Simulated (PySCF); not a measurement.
# Excitation energy of S⁺ by level of theory

S⁺ [Ne] 3s2 3p3 (4S) → S⁺ [Ne] 3s1 3p4 (4P), as a difference of total energies. Computed with PySCF 2.14 in def2-TZVPPD (6s6p4d1f, 51 functions), with the non-relativistic Hamiltonian (point nucleus). Correlated levels: valence: [Ne] frozen. The calculations carry no spin-orbit coupling.

```tsv
method	excitation energy (cm⁻¹)
UHF	83870
MP2 (valence)	83833
SCS-MP2 (valence)	83843
CCSD (valence)	79795
CCSD(T) (valence)	78798
```

Errors of the correlated levels include the incompleteness of this basis and the frozen core.

The coupled-cluster amplitudes are large for the upper state (T1 above 0.03 or a double amplitude above 0.15), so a single reference is strained.

Problem. Which method comes closest to the reference value, and which is furthest?

Solution. The reference is 79610 cm⁻¹ (measured; NIST levels, between the centres of gravity of the two terms). Closest: CCSD (valence) (error 184.85 cm⁻¹); furthest: UHF (error 4259.5 cm⁻¹).
